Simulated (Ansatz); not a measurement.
Reaction (redistribution): `[F][GeH]1[NH][SiH2]1` + `[SiH3][SiH2]BS` → `[NH]1[SiH2][GeH2]1` + `FB(S)[SiH2][SiH3]`

Calculated with Ansatz (gas phase, PBE0-D4/def2-TZVP geometries, no zero-point term in ΔE). CBS: MP2 limit from def2 TZ/QZ plus the TZ coupled-cluster correction, frozen cores. For Ge outer-core shells are correlated without core-valence functions, which leaves a few kJ/mol of doubt a bond. Scalar relativity is left out up to krypton. One conformer a species, not always the lowest.

```
               species  CCSD(T)/CBS(def2) energy (Eh)
`[F][GeH]1[NH][SiH2]1`                    -2522.11203
      `[SiH3][SiH2]BS`                    -1004.94150
  `[NH]1[SiH2][GeH2]1`                    -2422.87577
   `FB(S)[SiH2][SiH3]`                    -1104.19650
```

Question: Work out ΔE.

Answer: ΔE = (-2422.87577) + (-1104.19650) − (-2522.11203) − (-1004.94150) = -0.01874 Eh = -49.2 kJ/mol.

Largest T1 diagnostic among the species: 0.016.
